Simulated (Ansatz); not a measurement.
Input for Ansatz (an electronic-structure program): R-CCSD(T)/cc-pV(T+d)Z on CH5BOS (SMILES CB(O)S), a point of a torsion scan. Files ending in .json are basis or fitting sets from the Basis Set Exchange.

Ansatz 0.2 input:
```yaml
crystal:
  periodic: [false, false, false]
  atoms:
    - {symbol: C, position_ang: [-0.83612189, -0.51498930, -0.10973128]}
    - {symbol: B, position_ang: [0.28999359, 0.59664942, 0.07913198]}
    - {symbol: O, position_ang: [0.48203494, 1.26255325, 1.22563284]}
    - {symbol: S, position_ang: [1.42092907, 1.05806684, -1.25788665]}
    - {symbol: H, position_ang: [-0.68824375, -1.33394989, 0.59391262]}
    - {symbol: H, position_ang: [-1.82314575, -0.10199336, 0.09710881]}
    - {symbol: H, position_ang: [-0.86738038, -0.94626536, -1.10672493]}
    - {symbol: H, position_ang: [-0.08619410, 1.06110209, 1.96826493]}
    - {symbol: H, position_ang: [0.94499916, 0.22860203, -2.17860162]}
basis:
  gaussian:
    orbitals: cc-pV_T+d_Z.json
magnetization: {spin_polarized: false}
correlation: {method: ccsd_t, electrons: outside_noble_gas}
scf: {lower_state_search: off}
```

Output:

```
WARN ansatz: RAYON_NUM_THREADS=1 ignored (pool sized by the plan → 1); use --threads N
Functional definition: HF
these checks for a lower state are left out or cut short: stability, starts, cluster_reference, orbital_swaps, neighbouring_geometries, increment
integrals: 0.81 GiB planned
1148 factors; integrals over basis functions are off by at most 9.7e-4 eV
mean field: 0.55 GiB planned
mean field evaluation 1: about -14636.7928 eV, gradient 3.9e1 eV
mean field evaluation 2: about -14636.9887 eV, gradient 3.9e1 eV
mean field evaluation 4: about -14640.3856 eV, gradient 3.9e0 eV
mean field evaluation 8: about -14640.4448 eV, gradient 2.6e-1 eV
mean field evaluation 16: about -14640.4452 eV, gradient 1.5e-6 eV
mean field -14640.44523306 eV, -538.0264386649 hartree, gradient 1.5e-6 eV, S^2 0.000000; 0 other end points of the search recorded, 0 dependent functions left out
8 core orbitals not correlated
reference -14640.44523306 eV, -538.0264386649 hartree; 12, 12 occupied and 179, 179 virtual orbitals, 1148 factors
second order -18.93035909 eV of doubles, -0.00000000 eV of singles
coupled cluster: 1.12 GiB planned
cycle   1  -19.45938713 eV  change   -5.3e-1 eV  update   8.9e-2
cycle   2  -19.89535940 eV  change   -4.4e-1 eV  update   2.5e-2
cycle   3  -19.98376300 eV  change   -8.8e-2 eV  update   1.3e-2
cycle   4  -19.97473647 eV  change    9.0e-3 eV  update   3.3e-3
cycle   5  -19.97393906 eV  change    8.0e-4 eV  update   1.4e-3
cycle   6  -19.97397905 eV  change   -4.0e-5 eV  update   4.2e-4
cycle   7  -19.97374413 eV  change    2.3e-4 eV  update   1.4e-4
cycle   8  -19.97376155 eV  change   -1.7e-5 eV  update   4.3e-5
cycle   9  -19.97377581 eV  change   -1.4e-5 eV  update   1.4e-5
perturbative correction -0.80233311 eV, -0.0294851981 hartree
Total energy: -14661.22134198 eV, -538.7899465852 hartree
Checks for a lower state left out: stability, starts, cluster_reference, orbital_swaps, neighbouring_geometries, increment
```

Self-consistency was reached.

Cost: about 5 core-minutes (a rough figure).
